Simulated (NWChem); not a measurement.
Molecule: C₃HClF₂; SMILES FC(F)=C=CCl

Results from NWChem. Structure relaxed at the PBE-D3(BJ)/def2-SVP level. LC-ωPBE (HJS hole) with def2-SVP; x = 1 − exp(−ω/0.25 bohr⁻¹) is a scale chosen for this fit.

| row | x | −ε(HOMO) (eV) |
|---|---|---|
| ω = 0.15 | 0.451 | 8.61 |
| ω = 0.20 | 0.551 | 9.15 |
| ω = 0.25 | 0.632 | 9.61 |
| ω = 0.60 | 0.909 | 11.38 |
| ω = 0.80 | 0.959 | withheld |

Q: Fit a straight line of the last column on the one before it, predict the withheld value, and compare with the run.

A: 
1. Means of the 4 shown rows: x = 0.6358, y = 9.688. Slope Σ(x − x̄)(y − ȳ)/Σ(x − x̄)² = 0.7074/0.1160 = 6.098; intercept 5.811.
2. The shown rows scatter about the line by 0.040 (root mean square); the largest residual is -0.05, at ω = 0.25.
3. At x = 0.959 (ω = 0.80; beyond the shown range) the line gives 11.66.
4. The run gives 11.76, +0.10 from the line, 2.5 times the scatter.
